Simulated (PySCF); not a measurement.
**How exact exchange moves a shielding**

Molecule: SMILES C[O+](C)[BH2-]C#N, C₃H₈BNO.

Atoms are numbered as in `[CH3:1][O+:2]([CH3:3])[BH2-:4][C:5]#[N:6]`. Hydrogens are named by the atom that carries them.

GIAO shieldings (ppm, equivalent atoms averaged) in PySCF on the PBE0-D3(BJ)/def2-SVP geometry, basis pcSseg-1, gas phase, non-relativistic:

| functional | exact exchange (%) | σ(C1/C3) | σ(O2) | σ(B4) |
| --- | --- | --- | --- | --- |
| BLYP | 0 | 106.6 | 304.0 | 100.8 |
| BP86 | 0 | 110.9 | 309.9 | 103.6 |
| PBE | 0 | 111.5 | 309.1 | 103.5 |
| B3LYP | 20 | 112.0 | 316.9 | 104.7 |
| PBE0 | 25 | 117.8 | 324.0 | 108.3 |
| BHandHLYP | 50 | 119.2 | 333.0 | 110.1 |
| HF | 100 | 130.7 | 354.6 | 119.5 |

(1) Fit each shielding as a line in the percentage of exact exchange.

(2) What does the line predict for mPW1PW91 (25 %), and what does the run give?

Results:

(1) σ(C1/C3) = 109.7 + 0.21 x (rms 2.0 ppm); σ(O2) = 308.5 + 0.47 x (rms 2.4 ppm); σ(B4) = 102.6 + 0.17 x (rms 1.2 ppm). The functionals also differ in their semilocal parts, which the line can't hold; Hartree–Fock has no correlation at all.

(2) σ(C1/C3): 115.0 predicted, 117.0 computed; σ(O2): 320.2 predicted, 323.4 computed; σ(B4): 106.8 predicted, 108.2 computed ppm.
